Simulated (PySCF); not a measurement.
Predicted microwave data (PySCF 2.14.0, PBE0-D3(BJ)/def2-SVP geometry optimisation, gas phase) for one isomer of C8H9N:

- Rotational constants: A = 2582, B = 1611, C = 1017 MHz
- Dipole components: |μa| = 0.21 D, |μb| = 0.72 D, |μc| = 0.93 D
- Inertial defect: -12.41 u·Å²
- κ: -0.24

Question: Which candidate fits, each taken in the one conformer that was computed?
A. `[CH2:1]=[C:2]([CH3:3])[c:4]1[cH:5][cH:6][n:7][cH:8][cH:9]1` with C1–C2–C4–C5 157°
B. `[CH3:1][C@@H:2]1[C:3]([C:4]#[N:5])=[C:6]1[CH:7]1[CH2:8][CH2:9]1` with C3–C6–C7–C8 34°
C. `[cH:1]1[cH:2][c:3]([CH:4]2[CH2:5][CH2:6]2)[cH:7][cH:8][n:9]1` with C2–C3–C4–C5 -36°
D. `[CH2:1]=[N:2][c:3]1[cH:4][cH:5][cH:6][cH:7][c:8]1[CH3:9]` with C1–N2–C3–C4 -45°

Answer: D. It is C=Nc1ccccc1C, an asymmetric top, point group C1. The candidates at the same level (rigid rotor, commonest isotopes):

| SMILES | A (MHz) | B (MHz) | C (MHz) | μa (D) | μb (D) | μc (D) | Δ (u·Å²) | point group | rotor |
| --- | --- | --- | --- | --- | --- | --- | --- | --- | --- |
| C=C(C)c1ccncc1 | 3723 | 1204 | 931.7 | 2.58 | 0.18 | 0.05 | -12.97 | – | asymmetric top |
| c1cc(C2CC2)ccn1 | 4430 | 1107 | 951.4 | 2.93 | 0.52 | 0.00 | -39.59 | Cs | near-prolate asymmetric top |
| C[C@@H]1C(C#N)=C1C1CC1 | 1953 | 1275 | 857.4 | 3.76 | 3.18 | 0.27 | -65.83 | C1 | asymmetric top |
| C=Nc1ccccc1C | 2582 | 1611 | 1017 | 0.21 | 0.72 | 0.93 | -12.41 | C1 | asymmetric top |

`C[C@@H]1C(C#N)=C1C1CC1` has A 24 % too low; `c1cc(C2CC2)ccn1` has A 72 % too high; `C=C(C)c1ccncc1` has A 44 % too high. No structure here is proved a minimum.
